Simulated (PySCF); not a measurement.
**Excitation energy of Cs by level of theory**

Cs [Xe] 6s1 (2S) → Cs [Xe] 6p1 (2P), as a difference of total energies. All numbers are calculated (PySCF 2.14, a scalar-relativistic core potential, in def2-TZVPPD with the def2 core potential (46 electrons)). Correlated levels: valence and next inner shell: nothing frozen outside the core potential. The calculations carry no spin-orbit coupling.

| method | excitation energy (eV) |
| --- | --- |
| UHF | 1.204 |
| LDA | 1.419 |
| r2SCAN | 1.213 |
| B3LYP | 1.332 |
| CAM-B3LYP | 1.397 |
| wB97M-V | 1.450 |
| MP2 (valence and next inner shell) | 1.401 |
| SCS-MP2 (valence and next inner shell) | 1.358 |

Q: Estimate what PBE gives.

A: 1.253 eV, closest to r2SCAN among the rows shown.

Q: Estimate what PBE0 gives.

A: 1.251 eV, closest to r2SCAN among the rows shown.

Errors of the correlated levels include the incompleteness of this basis.

For comparison: 1.432 eV (measured; NIST levels, between the centres of gravity of the two terms).
